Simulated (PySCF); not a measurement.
NMR data sheet: C$_{6}$H$_{14}$Si$_{2}$

- Formula: C6H14Si2
- SMILES: CC(C)(C)[SiH2]C#C[SiH3]
- Point group of the computed structure: Cs
- Degrees of unsaturation: 2
- Carbon signals: 4
- Proton signals: 3

Numbering as in the mapped SMILES `[CH3:1][C:2]([CH3:3])([CH3:4])[SiH2:5][C:6]#[C:7][SiH3:8]`. Hydrogens are named by the atom that carries them.

Non-relativistic, rapidly exchanging positions averaged, single conformer, no solvent model. PBE0/pcSseg-1 with gauge-including orbitals; structure optimised with GFN2-xTB; PySCF 2.14.0 with density-fitted response routines.

Shifts are taken against calculated references (same method and geometry level): TMS for 1H and 13C and 29Si.

| carbon | δC, type | δH (multiplicity) | HMBC from (2–3 bonds) | span of the C tensor (ppm) |
| --- | --- | --- | --- | --- |
| C1/C3/C4 | 29.1, CH3 | 1.15 (s) | H(Si5), H(C1)/H(C3)/H(C4) | 44 |
| C2 | 21.9, C | – | H(Si5), H(C1)/H(C3)/H(C4) | 3 |
| C6 | 119.2, C | – | H(Si8), H(Si5) | 297 |
| C7 | 113.6, C | – | H(Si8), H(Si5) | 282 |

Other nuclei:
```json
{"atoms": "H(Si8)", "nucleus": "1H", "environment": "hydrogen on a silicon bonded to C", "δ (ppm)": "4.26", "σ (ppm)": "27.46"}
{"atoms": "H(Si5)", "nucleus": "1H", "environment": "hydrogen on a silicon bonded to 2 C", "δ (ppm)": "4.24", "σ (ppm)": "27.48"}
{"atoms": "Si5", "nucleus": "29Si", "environment": "silicon bonded to 2 C, 2 H", "δ (ppm)": "-50.7", "σ (ppm)": "399.9"}
{"atoms": "Si8", "nucleus": "29Si", "environment": "silicon bonded to C, 3 H", "δ (ppm)": "-99.9", "σ (ppm)": "449.1"}
```

- Carbon types of the structure: 3 × C, 3 × CH3, leaving 5 H on heteroatoms.
- δC 119.2, 113.6: alkyne carbon.
- δC 29.1: methyl carbon; saturated and bonded to C and H only.
- δH 4.26: hydrogen on a silicon bonded to C.
- δH 4.24: hydrogen on a silicon bonded to 2 C.
- δH 1.15: hydrogen on a methyl carbon.

Shifts are as computed. Against solution values, carbons near 30 ppm lie about +3 ppm off and those near 130 ppm about +5 ppm. Of 1211 compounds with measured shifts, 218 miss one by over three times the rms of a fit or turn the order of signals round; such compounds aren't used in these exercises. Multiplicities follow the n + 1 count of equivalent neighbours, as no J values were calculated; m marks all less simple cases, F and P coupling included.
